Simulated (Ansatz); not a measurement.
Cu(SH)2 (CuH₂S₂) was relaxed with PBE0-D4 (def2-TZVP) in Ansatz in these states: charge +1 triplet, neutral doublet. The geometries follow in no particular order.

A:

```xyz
5

Cu   -0.1090   -0.0001    0.2123
S     1.6456   -0.7971    1.2465
H     1.8766   -1.8476    0.4255
S    -1.9724    0.7964   -0.6099
H    -1.4408    1.8484   -1.2744
```

B:

Cartesian coordinates in Å:
```
Cu 0.002 0.005 -0.001
S 1.990 -0.683 0.219
H 2.090 -0.364 1.523
S -1.989 0.687 -0.220
H -2.093 0.355 -1.520
```

Question: Judge from the bond lengths which geometry belongs to which state (an estimate).

Answer: A is the charge +1 triplet (Cu1–S4 2.187 Å, Cu1–S2 2.187 Å, S4–H5 1.353 Å); B is the neutral doublet (Cu1–S4 2.115 Å, Cu1–S2 2.115 Å, S4–H5 1.346 Å).
